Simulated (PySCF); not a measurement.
# Computed properties of Ge(H)(OH)(NH2)2 (GeH6N2O), SMILES [NH2][GeH]([NH2])[OH]

Ge(H)(OH)(NH2)2 (GeH6N2O), SMILES [NH2][GeH]([NH2])[OH]. Geometry optimised at B3LYP-D3(BJ)/def2-SVP. This is a generated structure with no PubChem entry under its InChIKey; it may be hypothetical. One conformer was computed; it need not be the lowest. All values are computed for the isolated molecule unless a solvent is named; none is compared with measurement here.

**Structure.** All 24 harmonic modes at B3LYP-D3(BJ)/def2-SVP (PySCF) are real, so it is a minimum. With heavy atoms numbered as in [GeH:1]([NH2:2])([NH2:3])[OH:4], the shortest bond between them is Ge1–O4 at 1.794 Å and the longest Ge1–N2 at 1.828 Å.

**Vibrations.** The strongest infrared lines (harmonic, unscaled, degenerate partners summed) lie at 480 cm⁻¹ (213 km/mol, H 76 %, N 22 %), 2085 cm⁻¹ (197 km/mol, H 99 %), 505 cm⁻¹ (195 km/mol, H 68 %, N 30 %). The softest mode is at 148 cm⁻¹ and the zero-point energy is 45.7 kcal/mol.

**Electronic structure.** HF/def2-TZVP (PySCF) places the frontier levels at -10.93 and 3.46 eV, a gap of 14.39 eV, and gives a dipole moment of 1.87 D and a mean polarisability of 43.3 bohr³. PBE/def2-TZVP (PySCF) at the same geometry gives -5.86 and -0.17 eV, so its gap is 8.70 eV narrower. An orbital gap is neither the optical nor the fundamental gap.

**Excitations.** TDDFT-B3LYP/def2-SVPD (PySCF) has S1 at 6.23 eV (199 nm, f = 0.036, weak); the most intense of the 10 singlets computed lies at 7.37 eV (f = 0.06). T1 (TDA) is at 5.89 eV. TDDFT-PBE/def2-SVPD (PySCF) puts S1 at 5.58 eV. No vertical singlet excitation falls in the visible range (under 3.1 eV).

**NMR.** GIAO shifts at B3LYP/pcSseg-1 (PySCF) (non-relativistic, atoms alike by connectivity averaged): ¹H from 0.7 to 6.1 ppm against TMS.
